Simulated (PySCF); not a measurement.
C5H10GeO.
Cartesian coordinates in Å at the PBE0-D3(BJ)/def2-SVP level; atoms count from 1:
```
atom  x, y, z in Å
C1     3.1543    0.5776    1.4144
C2     2.3237    1.0096    0.6376
Ge3    1.0042    1.6500   -0.5794
O4    -0.1191    0.3210   -0.9378
C5    -0.5466   -0.6084    0.0417
C6    -1.4171    0.0581    1.0950
C7    -1.2723   -1.7175   -0.6942
H8     3.8928    0.2001    2.0998
H9     0.2750    2.8396    0.0668
H10    1.6376    2.0125   -1.9248
H11    0.3410   -1.0413    0.5462
H12   -2.2877    0.5376    0.6204
H13   -1.7801   -0.6761    1.8301
H14   -0.8574    0.8299    1.6475
H15   -2.1646   -1.3158   -1.1991
H16   -1.5879   -2.5121   -0.0015
H17   -0.6158   -2.1562   -1.4591
```

Linear response at CAM-B3LYP/def2-SVPD (PySCF, frozen core in the response, non-relativistic). Relativistic effects, spin–orbit coupling among them, are left out although an element past zinc is present.

Static isotropic polarisability: 91.47 au (13.55 Å³), principal values 79.8, 91.4, 103.2 au.

Q: What is the polarisability at 1064 nm and at the sodium D line?

A: 92.26 au at 1064 nm (+0.9 %), 94.12 au at 589.3 nm (+2.9 %). The rise at 589.3 nm is 3.35 times that at 1064 nm; a pure ω² law gives 3.26. The lowest singlet lies at 208 nm, shorter than both wavelengths.

Q: What is the isotropic C6 coefficient between two such molecules, C6 = (3/π)∫α(iω)² dω?

A: 3298 au (Eh·bohr⁶) by a ten-point quadrature over imaginary frequencies, which is 1970 eV·Å⁶ or 190 J·nm⁶/mol.

Q: Which effective excitation energy ω̄ makes London's formula C6 = (3/4)α²ω̄ exact here?

A: ω̄ = 4·C6/(3α²) = 0.526 Eh = 14.3 eV. A one-pole form α(ω) = α/(1 − ω²/ω̄²) fitted to the 1064 nm value gives 12.6 eV. London's choice of the ionisation energy (9.81 eV, ΔSCF at the same level) gives C6 = 2260 au, 31 % too low.

Q: The lowest 10 singlets have (eV, f): 5.95, 0.000; 6.31, 0.003; 6.40, 0.000; 6.59, 0.003; 7.47, 0.051; 7.52, 0.014; 7.58, 0.031; 7.91, 0.009; 8.01, 0.036; 8.07, 0.016. What share of the static polarisability do they carry in the sum over states α = Σ f/ω²?

A: 2.08 au, 2.3 % of α; the largest term, 0.67 au, is that of the state at 7.47 eV. Their oscillator strengths add up to 0.16. Higher states carry the rest.

Q: How anisotropic is the static polarisability, by Δα² = ½[(α1 − α2)² + (α2 − α3)² + (α3 − α1)²]?

A: Δα = 20.2 au, or 0.22 of the isotropic value.

Q: What molar refraction at the D line follows from R = (4π/3)·N_A·α′, with α′ the polarisability volume?

A: α′ = 13.95 Å³ gives R = 35.18 cm³/mol, for isolated, non-vibrating species.

Q: What three-body coefficient follows from the one-pole estimate C9 = (3/4)·α·C6?

A: 226000 au. This is an estimate from the two numbers above, not a computed integral.

Q: What n − 1 at the D line would an ideal gas of it have at 273.15 K and 1 atm (2.6868 × 10¹⁹ cm⁻³), by n − 1 = 2π·N·α′?

A: 23.55 × 10⁻⁴, a formal value whether or not that pressure can be reached.

One conformer stands for the species.
